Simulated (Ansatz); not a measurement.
[GaCl4]- (GaCl4⁻), relaxed as a singlet with RKS PBE-D4/def2-SVPD in Ansatz, starting from the GFN2-xTB geometry. Force threshold 0.02 eV/Å.

Start:

Cartesian coordinates in Å:
```
Ga 0.000 0.000 0.000
Cl 1.977 -0.898 0.010
Cl -1.495 -1.546 -0.300
Cl -0.127 1.452 -1.609
Cl -0.354 0.992 1.899
```

| step | energy (eV) | largest force component (eV/Å) | SCF passes |
| --- | --- | --- | --- |
| 1 | -102428.0312 | 0.917 | 13 |
| 2 | -102428.1365 | 0.180 | 17 |
| 3 | -102428.1414 | 0.015 | 17 |

Force components are those of the run's own axes.

End:

```csv
atom,x (Å),y (Å),z (Å)
Ga1,0.0000,0.0000,0.0000
Cl2,2.0335,-0.9234,0.0102
Cl3,-1.5380,-1.5898,-0.3080
Cl4,-0.1312,1.4934,-1.6554
Cl5,-0.3643,1.0198,1.9532
```

By distances, no bond broke or formed. The bond that changes most is Ga1–Cl3, from 2.17 to 2.23 Å (atoms count from 1).

No frequencies were taken in this run, so the end may be a saddle point.

Run time 2.4 s (4 threads of AMD EPYC 9B14 on a shared host).
